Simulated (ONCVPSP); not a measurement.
## Building the ONCV potential for lutetium (PBE, scalar-relativistic).

Lu, optimised norm-conserving Vanderbilt (ONCV), made with ONCVPSP 4.0.1 (PBE, scalar-relativistic). Core [Kr] 4d10, reference 4f14 5s2 5p6 5d1 6s2. Waves: 5s+6s: rc 1.80 bohr, ncon 4, nbas 7, qcut 7 1/bohr, 2 projectors; 5p: rc 1.45 bohr, ncon 4, nbas 7, qcut 4.7 1/bohr, 1 projector; 5d: rc 2.95 bohr, ncon 4, nbas 9, qcut 6.4 1/bohr, 2 projectors, debl 0.6 Ha; 4f: rc 0.65 bohr, ncon 4, nbas 9, qcut 26.9 1/bohr, 2 projectors, debl 2.2 Ha. Local part: polynomial inside 0.55 bohr (lpopt 5, dvloc0 -1 Ha). Core correction: Teter function, fcfact 1.5, rcfact 1.35.

Poles of the logarithmic derivatives, all-electron (AE) and pseudo (PS). s: poles at -1.8 (AE) and -1.8, 3.6 (PS) Ha. p: poles at 1.3 (AE) and 1.1 (PS) Ha. d: poles at 0.2, 2.6 (AE) and 0.2, 2.6 (PS) Ha. f: poles at no energy (AE) and no energy (PS) Ha. Test radii: s 1.83, p 1.47, d 3.00, f 0.66 bohr.

* Cutoffs needed: 294 Ha and 324 Ha (the cutoffs (Ha) at which the residual kinetic energy of the hardest occupied pseudo-wave falls to 1 and 0.1 mHa per electron)
* Ghost test: ghosts flagged at negative energy: s at -1136.0 eV, p at -570.4 eV, d at -450.9 eV, f at -8.0 eV; GHOST(+) flagged for s at 95.9 eV; a true bound ghost makes a file unfit for plane-wave use
* Configuration tests: 2 of 4 tests not solved or not reliable
* rms error of d²Exc/dni dnj: 4.30 mHa without and 3.17 mHa with the model core
